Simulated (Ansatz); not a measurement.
Pulling on the Ge1–H4 bond in GeH4O2 (SMILES [OH][GeH2][OH]) (multiplicity 1 held, fragments rigid). Energies count from the point at 1.534 Å.
Geometry at that point (charge 0, multiplicity 1):
```xyz
7

Ge     0.33884    -0.06566     0.00760
O     -0.42944     1.43258     0.60497
O     -0.90670    -1.17365    -0.63493
H      1.02668    -0.63794     1.25326
H      1.24372     0.19796    -1.20236
H     -0.88343     1.92366    -0.08772
H     -1.54067    -1.45390     0.03337
```

Restricted levels (R-, RO-) in cc, def2 and unpolarised 6-31G sets keep to the state of the molecule at rest. U- levels take the lowest unrestricted solution at each point, which mixes spins at long bonds. Active spaces are followed from a long bond inwards. Curves can end on different states.

Correlated levels freeze the cores. Filled d and f shells under p-block atoms count as core.

Programs: Ansatz (an electronic-structure program) with Gaussian orbitals. 

Energies in kcal/mol.

```tsv
R (Å)	U-HF/cc-pVTZ	R-B3LYP/cc-pVTZ	U-wB97X-V/cc-pVTZ	SC-NEVPT2 on CASSCF(2,2)/cc-pVTZ	FIC-MRCISD on CASSCF(2,2)/cc-pVTZ	FIC-MRCISD+Q on CASSCF(2,2)/cc-pVTZ
1.227	30.9	29.8	29.8	32.2	31.5	31.5
1.380	5.7	5.7	5.6	6.7	6.2	6.2
1.534	0.0	0.0	0.0	0.0	0.0	0.0
1.687	4.6	3.8	4.2	3.2	3.7	3.8
1.840	14.4	12.3	13.3	11.4	12.3	12.5
2.071	33.3	28.3	30.8	26.9	28.4	28.8
2.301	51.3	44.7	49.0	42.4	44.4	45.0
2.684	65.1	68.7	74.6	63.1	65.7	66.6
3.067	69.6	87.2	85.4	75.7	78.7	79.9
3.528	71.2	102.9	89.6	82.7	85.7	87.2
4.141	71.7	115.8	90.9	85.5	88.5	90.1
4.908	71.8	124.2	91.2	86.1	89.1	90.7
```

Doubts at one or more of the structures used: a spin-contaminated determinant (U-HF/cc-pVTZ, U-wB97X-V/cc-pVTZ); a restricted determinant that unrestricted orbitals would lower (R-B3LYP/cc-pVTZ).
